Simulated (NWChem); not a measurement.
AlH₃SO; SMILES [OH][AlH][SH]

```xyz
6

Al    -0.4720    -0.5887     0.0000
H     -1.9946    -1.0072     0.0000
O      0.8135    -1.7034     0.0000
H      0.7470    -2.6593     0.0000
S      0.0997     1.5134     0.0000
H      1.4197     1.2183     0.0000
```
Atoms are numbered in this order, from 1.

All runs: NWChem. Pople sets run with spherical d functions. The geometry was optimised at PBE0/def2-SVP. Vzz is the largest principal value of the second derivative of the potential at the nucleus (NWChem prints the opposite sign); η is the asymmetry. Non-relativistic.

```
level              Vzz Al1 (a.u.)  η Al1  Vzz O3 (a.u.)  η O3  Vzz S5 (a.u.)  η S5
-----------------  --------------  -----  -------------  ----  -------------  ----
CAM-B3LYP/6-31G*            0.810   0.25          1.355  0.07          1.677  0.74
CAM-B3LYP/cc-pVTZ             [?]   0.20          1.359  0.04          1.678  0.65
PBE0/6-31G*                 0.785   0.26          1.341  0.08          1.598  0.78
PBE0/def2-TZVP              1.054   0.22          1.350  0.06          1.754  0.66
```

**Question.** Complete the blanks.

**Answer.** 
- CAM-B3LYP/cc-pVTZ, Vzz Al1 (a.u.): 1.124
